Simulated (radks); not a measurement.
Values are calculated unless marked as measured or tabulated.
Coulomb parameter of the 4f shell of the gadolinium ion Gd+ in the model configuration [Xe] 4f6.5 5d1.5 6s1, as a second difference U = [E(n + 1) + E(n - 1) - 2 E(n)] / (1)^2 with all orbitals relaxed. "Bare": the charge of the atom changes with n. "Screened": the 5d shell takes up the change at fixed total charge, which measures U(4f,4f) + U(5d,5d) - 2 U(4f,5d). Code: a radial shooting solver on a logarithmic mesh with Libxc functionals. Model: Dirac Kohn-Sham, PBE, spin-unpolarised, spherical densities, finite nucleus; open shells are shared between the two j in proportion to 2j + 1; Fermi nuclear charge, rms radius 5.1569 fm.

| case | configuration | E - E(n) (eV) |
|---|---|---|
| start | [Xe] 4f6.5 5d1.5 6s1 | 0.000 |
| bare +1 | [Xe] 4f7.5 5d1.5 6s1 | -10.967 |
| bare -1 | [Xe] 4f5.5 5d1.5 6s1 | 26.809 |
| screened +1 | [Xe] 4f7.5 5d0.5 6s1 | -6.639 |
| screened -1 | [Xe] 4f5.5 5d2.5 6s1 | 12.013 |

U(bare) = 15.841 eV, U(screened by 5d) = 5.375 eV, against the Slater integral F0(4f,4f) = 30.072 eV with frozen orbitals.
